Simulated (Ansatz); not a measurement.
Cost and result up the ladder for the cluster Al4Sb4 (8 atoms). The state is a singlet with charge 0. Geometry: r2SCAN-D4/def2-SVP.

```xyz
8

Al    1.145   -1.280    1.632
Al    0.095    2.919   -0.687
Al    0.024   -2.578   -0.309
Al   -0.949    0.353    0.396
Sb    1.641    1.350    1.009
Sb   -1.749   -1.801    1.541
Sb    1.169   -0.147   -1.502
Sb   -1.377    1.184   -2.079
```

Ansatz on 4 threads of Arm Neoverse V1 on a shared host. Times are rough, and most runs start from the orbitals of an earlier one. No level here is sound enough to serve as a yardstick. Binding counts from free atoms at the same level (Al doublet, Sb quartet; other spins of the atoms weren't run), without zero-point energy or a counterpoise term.

In the def2 sets Sb takes a core potential; there is no spin–orbit coupling. Correlated methods freeze 36 core orbitals; core or outer-core shells of Sb are correlated, in sets that lack core-valence functions. The rows differ in basis, and correlated rows in double-zeta sets carry the largest basis error. The structure comes from a short search, and lower isomers may exist.

Run but left out: HF/STO-3G (restricted singlet, unstable in another Hartree–Fock run and untested here).

Correlated methods converge slowly with the basis, most of all in double-zeta sets.

```tsv
level	functions	wall time	binding energy per atom (eV)	remarks
PBE-D4/def2-SVP	176	4.8 s	2.49	–
PBE0-D4/def2-SVP	176	10 s	2.33	restricted SCF unstable in HF
PBE-D4/def2-TZVP	348	11 s	2.51	restricted SCF unstable in HF
RPA@PBE/def2-SVP	176	13 s	1.83	–
PBE-D4/def2-TZVPD	396	16 s	2.51	restricted SCF unstable in HF
r2SCAN-D4/def2-TZVP	348	28 s	2.36	restricted SCF unstable in HF
PBE0-D4/def2-TZVP	348	29 s	2.37	restricted SCF unstable in HF
r2SCANh-D4/def2-TZVP (with forces)	348	68 s	2.31	restricted SCF unstable in HF
CCSD(T)/def2-SVP	176	2.9 min	1.86	large T1 (0.021), restricted SCF unstable
```
